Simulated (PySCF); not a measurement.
**C²⁺: excitation energy**

C²⁺ [He] 2s2 (1S) → C²⁺ [He] 2p2 (3P), as a difference of total energies. Calculation: PySCF 2.14, in x2c-TZVPPall (5s3p2d1f, 31 functions); scalar relativity by spin-free X2C-1e. Correlated levels: valence: 1s2 frozen; valence and next inner shell: nothing frozen. The calculations carry no spin-orbit coupling.

```csv
method,excitation energy (eV)
UHF,15.410
LDA,13.969
PBE,14.076
PBE0,14.589
r2SCAN,14.145
M06,14.419
BHandHLYP,15.249
MN15,14.298
wB97X-V,15.080
MP2 (valence),16.381
SCS-MP2 (valence),16.736
MP2 (valence and next inner shell),16.335
SCS-MP2 (valence and next inner shell),16.704
```

Task: How much does correlation contribute at MP2 (valence and next inner shell)?

Result: 16.335 − (15.410) = 0.925 eV, measured against UHF.

A first-order spin-orbit estimate (lowest level to lowest level, LS coupling) adds -0.007 eV.

The basis was made for the ground configuration and has no added diffuse functions, so the excitation energy can come out too high.
